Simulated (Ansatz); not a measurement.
# Worked example: C3H6 + SiH3Cl → C3H8Si + HCl

Species: C3H6 (propene) `C=CC`, singlet; SiH3Cl (chlorosilane) `[SiH3]Cl`, singlet; C3H8Si (prop-2-enylsilane) `C=CC[SiH3]`, singlet; HCl (hydrogen chloride), singlet. The partners trade H for SiH3: C–H and Cl–SiH3 bonds give way to C–SiH3 and Cl–H.

Shapes, held fixed at every level: PBE0-D4/def2-TZVP. Flexible molecules stand in one conformer, not always the lowest. Programs: Ansatz 0.2.0. Electronic energies: no zero-point or thermal term.

At CCSD(T)/CBS estimate; 1 Eh = 2625.50 kJ/mol:

```
species  energy (Eh)
   C3H6  -117.746103
 SiH3Cl  -750.696358
 C3H8Si  -408.021787
    HCl  -460.381270
```

Problem. Work out ΔE of the reaction at this level.

Solution. 
1. Products less reactants: (-408.021787) + (-460.381270) − [(-117.746103) + (-750.696358)] = 0.039404 Eh = +103.5 kJ/mol.

Other levels give +100.2 (CCSD(T)/def2-TZVPP) to +123.9 kJ/mol (HF/def2-TZVPP). No measured value is set beside it here. The CBS estimate extrapolates MP2 from def2-TZVPP and def2-QZVPP and adds CCSD(T) − MP2 in the triple-zeta set, cores frozen.
